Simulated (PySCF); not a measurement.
H₂O₂, charge +1, doublet, geometry from GFN2-xTB (a state made from the parent by changing its charge; the spin is typed, not shown lowest); PySCF with BLYP-D3BJM/cc-pVDZ.

Input for PySCF:
```python
from pyscf import gto, scf, dft

mol = gto.Mole()
mol.atom = '''
    O    -0.59065691   -0.01900468    0.25930853
    O     0.59065691    0.01900468   -0.25930853
    H    -1.28947104   -0.03417302   -0.46351846
    H     1.28947104    0.03417302    0.46351846
'''
mol.basis = 'cc-pvdz'
mol.charge = 1
mol.spin = 1
mol.verbose = 5
mol.build()

mf = dft.UKS(mol)
mf.xc = 'blyp'
mf.disp = 'd3bjm'
mf.kernel()
mf.analyze()
```

It wrote (shortened):

```
PySCF version 2.14.0

[INPUT] verbose = 5
[INPUT] max_memory = 4000
[INPUT] num. atoms = 4
[INPUT] num. electrons = 17
[INPUT] charge = 1
[INPUT] spin (= nelec alpha-beta = 2S) = 1
[INPUT] symmetry False subgroup None
[INPUT] Mole.unit = angstrom
[INPUT] Symbol           X                Y                Z      unit          X                Y                Z       unit  Magmom
[...]
[INPUT] ---------------- BASIS SET ----------------
[INPUT] l, kappa, [nprim/nctr], expnt,             c_1 c_2 ...
[INPUT] O
[...]
                                1759              0.00547 -0.001263
                                400.8             0.027837 -0.006267
                                113.7             0.1048 -0.025716
                                37.03             0.283062 -0.070924
                                13.27             0.448719 -0.165411
                                5.025             0.270952 -0.116955
                                1.013             0.015458 0.557368
[...]
                                3.854             0.228913
                                1.046             0.508728
[...]
[INPUT] H
[...]
                                1.962             0.137977
                                0.4446            0.478148
[...]
nuclear repulsion = 39.3281861519448
number of shells = 16
number of NR pGTOs = 66
number of NR cGTOs = 38
basis = cc-pvdz
ecp = {}

******** <class 'pyscf.dft.uks.UKS'> ********
method = UKS
initial guess = minao
damping factor = 0
level_shift factor = 0
DIIS = <class 'pyscf.scf.diis.CDIIS'>
diis_start_cycle = 1
diis_space = 8
diis_damp = 0
SCF conv_tol = 1e-09
SCF conv_tol_grad = None
SCF max_cycles = 50
direct_scf = True
direct_scf_tol = 1e-13
number electrons alpha = 9  beta = 8
XC library pyscf.dft.libxc version 7.1.2
    S. Lehtola, C. Steigemann, M. J. T. Oliveira, and M. A. L. Marques,  SoftwareX 7, 1–5 (2018)
XC functionals = blyp
    A. D. Becke,  Phys. Rev. A 38, 3098 (1988)
    C. Lee, W. Yang, and R. G. Parr,  Phys. Rev. B 37, 785 (1988)
    B. Miehlich, A. Savin, H. Stoll, and H. Preuss,  Chem. Phys. Lett. 157, 200 (1989)
radial grids:
    Treutler-Ahlrichs [JCP 102, 346 (1995); DOI:10.1063/1.469408] (M4) radial grids

becke partition: Becke, JCP 88, 2547 (1988); DOI:10.1063/1.454033
pruning grids: <function nwchem_prune>
grids dens level: 3
symmetrized grids: False
atomic radii adjust function: <function treutler_atomic_radii_adjust>
small_rho_cutoff = 0
Set gradient conv threshold to 3.16228e-05
[...]
converged SCF energy = -151.166228652954  <S^2> = 0.75169377  2S+1 = 2.0016931
Total Energy =                        -151.166228652954459
[...]
3 H 2px         -0.10329  -0.21488  -0.11267
3 H 2py         -0.00128  -0.00504  -0.00278
3 H 2pz         -0.24189  -0.16936  -0.06933

To work with the spin densities directly, `use mulliken_meta_spin()` only printing them here.

 ** Mulliken spin pop alpha/beta on meta-lowdin orthogonal AOs **
 ** Mulliken Spin Density (per AO)  **
spin_pop of  0 O 1s       -0.00000
spin_pop of  0 O 2s        0.00885
spin_pop of  0 O 3s        0.00008
spin_pop of  0 O 2px       0.00214
spin_pop of  0 O 2py       0.49764
spin_pop of  0 O 2pz       0.00179
spin_pop of  0 O 3px       0.00029
spin_pop of  0 O 3py       0.00138
spin_pop of  0 O 3pz       0.00029
spin_pop of  0 O 3dxy     -0.00001
spin_pop of  0 O 3dyz      0.00016
spin_pop of  0 O 3dz^2     0.00006
spin_pop of  0 O 3dxz     -0.00003
spin_pop of  0 O 3dx2-y2   -0.00023
spin_pop of  1 O 1s       -0.00000
spin_pop of  1 O 2s        0.00885
spin_pop of  1 O 3s        0.00008
spin_pop of  1 O 2px       0.00214
spin_pop of  1 O 2py       0.49764
spin_pop of  1 O 2pz       0.00179
spin_pop of  1 O 3px       0.00029
spin_pop of  1 O 3py       0.00138
spin_pop of  1 O 3pz       0.00029
spin_pop of  1 O 3dxy     -0.00001
spin_pop of  1 O 3dyz      0.00016
spin_pop of  1 O 3dz^2     0.00006
spin_pop of  1 O 3dxz     -0.00003
spin_pop of  1 O 3dx2-y2   -0.00023
spin_pop of  2 H 1s       -0.01222
spin_pop of  2 H 2s       -0.00047
spin_pop of  2 H 2px      -0.00002
spin_pop of  2 H 2py       0.00038
spin_pop of  2 H 2pz      -0.00007
spin_pop of  3 H 1s       -0.01222
spin_pop of  3 H 2s       -0.00047
spin_pop of  3 H 2px      -0.00002
spin_pop of  3 H 2py       0.00038
spin_pop of  3 H 2pz      -0.00007
 ** Mulliken Spin Density (per atom)  **
spin density of  0 O =      0.51240
spin density of  1 O =      0.51240
spin density of  2 H =     -0.01240
spin density of  3 H =     -0.01240
 ** Mulliken pop alpha/beta on meta-lowdin orthogonal AOs **
 ** Mulliken pop       alpha | beta **
[...]
In total             9.00000 | 8.00000
 ** Mulliken atomic charges   ( Nelec_alpha | Nelec_beta ) **
charge of  0O =      0.06304  (     4.22468      3.71228 )
charge of  1O =      0.06304  (     4.22468      3.71228 )
charge of  2H =      0.43696  (     0.27532      0.28772 )
charge of  3H =      0.43696  (     0.27532      0.28772 )

WARN: System has nonzero charge 1; the dipole moment is origin-dependent.
Location of origin: [0. 0. 0.]

Dipole moment(X, Y, Z, Debye): -0.00000, -0.00000,  0.00000
```
